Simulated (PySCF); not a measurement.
Gas-phase reaction: SnH2F2 + SnH4 → 2 SnH2 + 2 HF, at 500 K and a standard pressure of 1 bar. Level: PBE0/def2-QZVP†.

Computed with PySCF and rigid-rotor harmonic-oscillator thermochemistry at 1 bar. † marks an energy on the PBE0/def2-TZVP geometry and frequencies. All species are closed-shell singlets. Sn: scalar-relativistic def2 core potential, no spin-orbit coupling. SnH2F2, SnH2: computed as isolated molecules; such fragments, hydroxides, amides, oligomers or adducts are transient or little studied in the gas. The harmonic model lacks anharmonicity and excited electronic states, which grow with temperature; levels with a mode under 35 cm⁻¹ are left out.

| species | E (Ha) | H(500 K) − E (kJ/mol) | S°(500 K) (J/mol/K) |
|---|---|---|---|
| SnH2F2 | -415.15418 | 75.7 | 331.1 |
| SnH4 | -216.66768 | 91.5 | 258.6 |
| SnH2 | -215.46002 | 43.5 | 249.5 |
| HF | -100.40037 | 39.4 | 188.7 |
E: electronic energy; H − E holds the zero-point and thermal terms. 1 Ha = 2625.5 kJ/mol.

Work out ΔH°, ΔS°, ΔG° and log10 K from these numbers.

1. ΔE = 2×(-215.46002) + 2×(-100.40037) − 1×(-415.15418) − 1×(-216.66768) = 0.10108 Ha = 265.4 kJ.
2. Δ(H − E) = 2×(43.5) + 2×(39.4) − 1×(75.7) − 1×(91.5) = -1.4 kJ, so ΔH° = 264.0 kJ.
3. ΔS° = 2×(249.5) + 2×(188.7) − 1×(331.1) − 1×(258.6) = 286.7 J/K; the number of gas molecules changes by +2.
4. ΔG° = ΔH° − TΔS° = 264.0 − 500×(286.7)/1000 = 120.7 kJ.
5. log10 K = −ΔG°/(RT ln 10) = -12.61, with RT ln 10 = 9.57 kJ/mol; at standard pressures the reactants are favoured.
6. A shift of 10 kJ in ΔE would move log10 K by 1.04 here.
For scale, ΔH°(298 K) is 264 kJ at this level, 281 kJ at ωB97M-V/def2-TZVP†, and runs from 85 to 320 kJ over the 18 levels computed.
